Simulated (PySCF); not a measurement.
InSn⁺ at UHF-CCSD(T)

Computed with UHF-CCSD(T); basis In cc-pVDZ-PP with ECP28, Sn cc-pVDZ-PP with ECP28; scalar-relativistic core potentials; PySCF 2.14.

```
state                          : ³Π (triplet), unpaired electrons σ ↑, π ↑
bond length                    : 3.346 Å
harmonic wavenumber            : 78.8 cm⁻¹
force constant                 : 0.214 mdyn/Å
rotational constant Be         : 0.02567 cm⁻¹
anharmonicity ωexe             : 0.290 cm⁻¹
vibration–rotation constant αe : 0.000130 cm⁻¹
well depth De to In⁺ + Sn      : 0.71 eV
dissociation energy D0         : 0.70 eV
```

Correlated steps freeze 8 core orbitals. Correlated levels converge slowly with the basis: in double zeta they bind strong bonds too weakly, by up to about 1 eV, and carry superposition errors of some tenths. These are scalar-relativistic numbers at best; spin–orbit coupling would shift them, the dissociation energy most. For an ion De counts to the pair picked by the measured ionisation energies or electron affinities, which need not be the lowest pair at this level. The state is the lowest determinant that a PBE0 search found; another state may lie lower at other levels.
